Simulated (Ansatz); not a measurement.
Wavefunction ladder for C₃H₁₀AlFO, SMILES `C[OH+][Al-]([CH3])([CH3])[F]`

```xyz
16

C     1.8424    1.0044   -0.5751
O     0.7517    1.1464    0.3374
Al   -0.9006    0.0330    0.3415
C    -0.9839   -0.6607   -1.4918
C    -0.6917   -1.1666    1.8697
F    -1.7833    1.4496    0.6149
H     2.1885   -0.0235   -0.4926
H     1.5219    1.1973   -1.6000
H     2.6486    1.6810   -0.2905
H     0.4105    2.0497    0.3471
H    -0.1606   -1.3458   -1.7233
H    -0.9796    0.1298   -2.2496
H    -1.9064   -1.2314   -1.6439
H     0.1496   -1.8559    1.7375
H    -0.5249   -0.6204    2.8029
H    -1.5821   -1.7870    2.0157
```

Total charge 0; spin multiplicity 1. Geometry: relaxed with PBE0-D4/def2-TZVP. It is one conformer, not always the lowest. Frozen core, restricted reference, the Gaussian-basis code of Ansatz.

```
     basis     HF (Eh)  MP2 corr.  CCSD corr.       (T)  CCSD(T) total
  def2-SVP  -535.45695   -0.88517    -0.94929  -0.02096     -536.42720
def2-TZVPP  -535.89269   -1.12299           –         –              –
def2-QZVPP  -535.91450   -1.20805           –         –              –
```
